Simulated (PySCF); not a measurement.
A series of derivatives of C=CN([SiH3])CC

Parent skeleton `[CH2:1]=[CH:2][N:3]([SiH3:4])[CH2:5][CH3:6]`; one hydrogen on atom 5 is replaced by X. Hydrogens on one atom are averaged.

Method: geometry from GFN2-xTB, NMR shieldings at PBE0/pcSseg-1/GIAO, in PySCF 2.14 (gas phase, one conformer, non-relativistic, rapidly exchanging positions averaged).

δ = σ(ref) − σ, references computed at the same level: ¹³C and ²⁹Si and ¹H vs TMS; ¹⁵N vs NH3.

Parent (X = H): C1 85.6, C2 145.4, N3 84.2, Si4 -44.4, C5 43.8, C6 12.6, H(C1) 4.01, H(C2) 6.29, H(Si4) 4.75 ppm. Effects are Δδ = δ(X) − δ(H), positive for deshielding.

Task: Order these by the shift of C6, most shielded first.
A. X = iPr
B. X = vinyl
C. X = allyl

Result: B (+8.4 ppm), A (+10.1 ppm), C (+11.7 ppm).

Task: Order these by the shift of N3, most shielded first.
A. X = cPr
B. X = iPr
C. X = nPr

Result: C (-3.4 ppm), B (+1.9 ppm), A (+4.2 ppm).

Experimental scales use liquid or dissolved standards, which lie at an offset from isolated NH3 (liquid NH3: subtract about 20 ppm).
